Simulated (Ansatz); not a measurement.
Calculated with Ansatz (gas phase, PBE0-D4/def2-TZVP geometries, no zero-point term in ΔE). CBS: MP2 limit from def2 TZ/QZ plus the TZ coupled-cluster correction, frozen cores. This one scheme is used for every species. Functionals use def2-TZVPP. B3LYP here is the variant with VWN-RPA as its local correlation; programs differ in this. HSE06 is defined as in plane-wave codes. For Br outer-core shells are correlated without core-valence functions, which leaves a few kJ/mol of doubt a bond. Scalar relativity is left out up to krypton.

`C[SiH](F)Br` + HCl → `C[SiH](Cl)Br` + H–F  (ligand exchange at the Si–F bond)

`C[SiH](F)Br`:

Z-matrix (Å, degrees):
```
C
Si 1 1.844
H 1 1.093 2 110.1
H 1 1.092 2 110.3 3 119.8
H 1 1.092 2 110.6 3 -120.2
F 2 1.594 1 109.5 3 60.2
Br 2 2.213 1 110.3 3 178.5
H 2 1.478 1 114.1 3 -60.3
```

HCl:

```xyz
2

Cl    0.600    0.070   -0.210
H    -0.600   -0.070    0.210
```

`C[SiH](Cl)Br`:

```xyz
8

C     0.093   -1.032   -0.101
Si   -0.204    0.776    0.142
Cl    1.020    1.489    1.623
Br    0.228    1.866   -1.739
H    -0.559   -1.416   -0.888
H     1.131   -1.212   -0.387
H    -0.115   -1.571    0.826
H    -1.594    1.100    0.524
```

H–F:

```xyz
2

F     0.251    0.280    0.265
H    -0.251   -0.280   -0.265
```

```json
{"level": "PBE-D4", "ΔE (kJ/mol)": "34.7", "difference from CCSD(T)/CBS": "-4.5"}
{"level": "revPBE-D4", "ΔE (kJ/mol)": "31.5", "difference from CCSD(T)/CBS": "-7.7"}
{"level": "r2SCAN-D4", "ΔE (kJ/mol)": "43.9", "difference from CCSD(T)/CBS": "4.7"}
{"level": "B3LYP-D4", "ΔE (kJ/mol)": "44.3", "difference from CCSD(T)/CBS": "5.1"}
{"level": "r2SCAN0-D4", "ΔE (kJ/mol)": "41.5", "difference from CCSD(T)/CBS": "2.3"}
{"level": "HSE06-D4", "ΔE (kJ/mol)": "34.0", "difference from CCSD(T)/CBS": "-5.2"}
{"level": "ωB97M-V", "ΔE (kJ/mol)": "42.9", "difference from CCSD(T)/CBS": "3.7"}
{"level": "PBE", "ΔE (kJ/mol)": "38.8", "difference from CCSD(T)/CBS": "-0.4"}
{"level": "r2SCAN0", "ΔE (kJ/mol)": "42.7", "difference from CCSD(T)/CBS": "3.5"}
{"level": "HSE06", "ΔE (kJ/mol)": "37.5", "difference from CCSD(T)/CBS": "-1.7"}
{"level": "CAM-B3LYP", "ΔE (kJ/mol)": "54.5", "difference from CCSD(T)/CBS": "15.3"}
{"level": "LC-ωPBE", "ΔE (kJ/mol)": "43.9", "difference from CCSD(T)/CBS": "4.7"}
{"level": "MP2/def2-TZVPP", "ΔE (kJ/mol)": "37.0", "difference from CCSD(T)/CBS": "-2.2"}
{"level": "SCS-MP2/def2-TZVPP", "ΔE (kJ/mol)": "43.6", "difference from CCSD(T)/CBS": "4.4"}
{"level": "CCSD/def2-TZVPP", "ΔE (kJ/mol)": "46.5", "difference from CCSD(T)/CBS": "7.3"}
{"level": "CCSD/CBS(def2)", "ΔE (kJ/mol)": "41.8", "difference from CCSD(T)/CBS": "2.6"}
{"level": "CCSD(T)/CBS", "ΔE (kJ/mol)": "39.2", "difference from CCSD(T)/CBS": "0"}
```

Problem. What do rigid-rotor, harmonic-oscillator terms from PBE0-D4/def2-TZVP frequencies (298.15 K, 1 bar) make of the CCSD(T)/CBS value? (Best estimate.)

Solution. Computed: ΔZPE = +3.9 kJ/mol, ΔH = +43.9 kJ/mol, ΔS = -2 J/(mol·K), ΔG = +44.4 kJ/mol.

Largest T1 diagnostic among the species: 0.009.

Leaving LDA and LC-ωPBE aside and taking each functional with its dispersion term where it has one, the values, not all of them listed here, spread over 19.1 kJ/mol, from revPBE-D4 to CAM-B3LYP-D4. At CCSD(T), def2-SVP lies +4.6 kJ/mol from the extrapolated value and def2-TZVPP +4.7 kJ/mol.
